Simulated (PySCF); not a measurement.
**¹⁵N chemical shifts**

All values are calculated (PySCF): shieldings: GIAO PBE0/pcSseg-1, geometry from GFN2-xTB. Relativity neglected, no solvent model, one conformer, equivalent nuclei averaged.

Shieldings were converted by a linear fit to measured shifts: ¹⁵N: δ = -148.07 − 0.921σ (rms 6.3 ppm, 71 shifts vs CH3NO2, solution or neat liquid). A few per cent of atoms miss by over 2 rms, more outside the fitted compound classes.

**Question.** Give the ¹⁵N shifts of `C=C[SiH2]N([SiH3])[SiH2]C#N`, `N#C[SiH2]CNCCN`.

**Answer.** 
```tsv
compound	environment	δ (ppm)
[CH2:1]=[CH:2][SiH2:3][N:4]([SiH3:5])[SiH2:6][C:7]#[N:8]	N8: nitrile nitrogen	-53.8
[CH2:1]=[CH:2][SiH2:3][N:4]([SiH3:5])[SiH2:6][C:7]#[N:8]	N4: nitrogen bonded to 3 Si	-403.5
[N:1]#[C:2][SiH2:3][CH2:4][NH:5][CH2:6][CH2:7][NH2:8]	N1: nitrile nitrogen	-54.5
[N:1]#[C:2][SiH2:3][CH2:4][NH:5][CH2:6][CH2:7][NH2:8]	N5: amine nitrogen	-354.9
[N:1]#[C:2][SiH2:3][CH2:4][NH:5][CH2:6][CH2:7][NH2:8]	N8: amine nitrogen	-362.4
```

**Question.** Match the shifts -31.5, -320.3, -344.5, -385.6 ppm to `N[Si@@H](C[SiH2][SiH3])C(F)F`, `CC(C)(C)N1CCC[SiH2]1`, `C=CN([SiH3])[C@@H](C)CCC`, `C#C[C@H](N=C)C(F)F`.

**Answer.** -31.5: C#C[C@H](N=C)C(F)F (imine nitrogen); -320.3: C=CN([SiH3])[C@@H](C)CCC (enamine nitrogen); -344.5: CC(C)(C)N1CCC[SiH2]1 (nitrogen bonded to 2 C, Si, in a 5-membered ring); -385.6: N[Si@@H](C[SiH2][SiH3])C(F)F (nitrogen bonded to Si, 2 H).
